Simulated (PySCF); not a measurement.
## C⁺ (carbon, charge +1) across methods

[He] 2s2 3d1, 2D determinant (an excited configuration). All numbers are calculated (PySCF 2.14, no relativity, point nucleus, in aug-cc-pwCVDZ). The B2PLYP total includes its PT2 part (frozen core); its orbital energies are those of the SCF part.

```json
{"method": "PBE", "E (hartree)": "-36.6660", "mean ε 2s α (eV)": "-31.522", "mean ε 2s β (eV)": "-31.267", "mean ε 3d α (eV)": "-2.835", "Σ⟨r²⟩ (bohr²)": "15.55", "⟨S²⟩": "0.750"}
{"method": "TPSSh", "E (hartree)": "-36.7204", "mean ε 2s α (eV)": "-32.403", "mean ε 2s β (eV)": "-32.206", "mean ε 3d α (eV)": "-2.966", "Σ⟨r²⟩ (bohr²)": "15.60", "⟨S²⟩": "0.750"}
{"method": "M06-2X", "E (hartree)": "-36.7138", "mean ε 2s α (eV)": "-34.650", "mean ε 2s β (eV)": "-34.644", "mean ε 3d α (eV)": "-3.555", "Σ⟨r²⟩ (bohr²)": "15.52", "⟨S²⟩": "0.750"}
{"method": "BHandHLYP", "E (hartree)": "-36.7012", "mean ε 2s α (eV)": "-34.680", "mean ε 2s β (eV)": "-34.526", "mean ε 3d α (eV)": "-3.560", "Σ⟨r²⟩ (bohr²)": "15.61", "⟨S²⟩": "0.750"}
{"method": "PBE0", "E (hartree)": "-36.6667", "mean ε 2s α (eV)": "-33.166", "mean ε 2s β (eV)": "-32.935", "mean ε 3d α (eV)": "-3.298", "Σ⟨r²⟩ (bohr²)": "15.58", "⟨S²⟩": "0.750"}
{"method": "UHF", "E (hartree)": "-36.55977", "mean ε 2s α (eV)": "-37.146", "mean ε 2s β (eV)": "-36.918", "mean ε 3d α (eV)": "-4.228", "Σ⟨r²⟩ (bohr²)": "15.73", "⟨S²⟩": "0.750"}
{"method": "r2SCAN", "E (hartree)": "-36.6780", "mean ε 2s α (eV)": "-31.831", "mean ε 2s β (eV)": "-31.641", "mean ε 3d α (eV)": "-2.739", "Σ⟨r²⟩ (bohr²)": "15.61", "⟨S²⟩": "0.750"}
{"method": "LDA", "E (hartree)": "-36.3270", "mean ε 2s α (eV)": "-31.423", "mean ε 2s β (eV)": "-31.099", "mean ε 3d α (eV)": "-2.480", "Σ⟨r²⟩ (bohr²)": "15.57", "⟨S²⟩": "0.750"}
{"method": "B2PLYP", "E (hartree)": "-36.7097", "mean ε 2s α (eV)": "-34.659", "mean ε 2s β (eV)": "-34.478", "mean ε 3d α (eV)": "-3.562", "Σ⟨r²⟩ (bohr²)": "15.63", "⟨S²⟩": "0.750"}
```

The outer electron is Rydberg-like, and this basis confines it to a smaller radius and binds it less than a complete one would.
